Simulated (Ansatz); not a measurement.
Ansatz results at the PBE0-D4/def2-TZVP geometry: HOMO energy (ωB97M-V/def2-TZVPP) -10.83 eV; LUMO energy (B3LYP/def2-TZVPP) -0.25 eV; LUMO energy (PBE0/def2-TZVPP) 0.01 eV.

Each molecule was computed in one conformer, which needn't be the lowest.

Which molecule gave them?
A. `Cc1cscn1`
B. `C=C(C)CC(C)(C)C`
C. `CCSSCC`
D. `ClCC(Cl)CCl`

D. The others give `CCSSCC`: -8.81, -0.24, 0.00; `Cc1cscn1`: -9.09, -0.87, -0.66; `C=C(C)CC(C)(C)C`: -9.20, 0.14, 0.38.

B3LYP here is the variant with VWN-RPA as its local correlation; programs differ in this.
